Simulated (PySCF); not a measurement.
**How methods differ on the excitation energy of Fe²⁺**

Fe²⁺ [Ar] 3d6 (5D) → Fe²⁺ [Ar] 3d5 4s1 (7S), as a difference of total energies. Calculation: PySCF 2.14, in def2-TZVPPD; the non-relativistic Hamiltonian (point nucleus). Correlated levels: valence: [Ar] frozen; valence and next inner shell: [Ne] frozen. The calculations carry no spin-orbit coupling.

```tsv
method	excitation energy (eV)
UHF	2.871
LDA	4.556
PBE	4.589
r2SCAN0	4.094
MN15	5.249
wB97X-V	4.856
BLYP	4.741
MP2 (valence)	4.033
SCS-MP2 (valence)	4.465
MP2 (valence and next inner shell)	4.186
SCS-MP2 (valence and next inner shell)	4.383
```

Question: Estimate what PBE0 gives.

Answer: 4.415 eV, closest to SCS-MP2 (valence and next inner shell) among the rows shown.

Question: Estimate what r2SCAN gives.

Answer: 4.162 eV, closest to MP2 (valence and next inner shell) among the rows shown.

A first-order spin-orbit estimate (lowest level to lowest level, LS coupling) adds 0.054 eV.
